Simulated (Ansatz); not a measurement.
`[F][GeH]1[BH][NH]1`, charge 0, multiplicity 1.

**Question.** Give a relaxed structure at PBE0-D4/def2-TZVP (the Gaussian-basis code of Ansatz). (Estimate.)

**Answer.** Ansatz gave: 
Z-matrix (Å, degrees):
```
Ge
B 1 2.008
N 1 1.904 2 40.6
F 1 1.747 2 119.3 3 85.6
H 1 1.533 2 134.2 3 -69.6
H 2 1.187 1 152.4 3 -176.9
H 3 1.010 1 150.3 2 175.1
```
